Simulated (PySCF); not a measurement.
**SbN⁺: from constants to spectrum**

ROHF-CCSD(T) constants of SbN⁺, ²Π (doublet), unpaired electrons π ↑ (Sb def2-TZVPPD with ECP28, N def2-TZVPPD; scalar-relativistic core potentials (PySCF 2.14); masses 120.9038 and 14.0031 u):

```
ωe            : 737.9 cm⁻¹
ωexe          : 5.84 cm⁻¹
Be            : 0.36335 cm⁻¹
αe            : 0.00281 cm⁻¹
De to Sb⁺ + N : 2.25 eV
```

(1) What force constant and bond length do these constants imply?

(2) Estimate the centrifugal constant D from the Kratzer relation and find the Dunham coefficient a1.

Correlated steps freeze 5 core orbitals. These are scalar-relativistic numbers at best; spin–orbit coupling would shift them, the dissociation energy most. For an ion De counts to the pair picked by the measured ionisation energies or electron affinities, which need not be the lowest pair at this level. The state is the lowest determinant that a PBE0 search found; another state may lie lower at other levels.

## Answers

(1) Reduced mass μred = 12.550 u; k = 5.8918×10⁻⁷·μred·ωe² (u, cm⁻¹, mdyn/Å) = 4.03 mdyn/Å; Re = √(16.8576/(μred·Be)) (u, cm⁻¹, Å) = 1.923 Å.

(2) D = 4Be³/ωe² = 3.52e-07 cm⁻¹; a1 = −1 − αeωe/(6Be²) = -3.62.
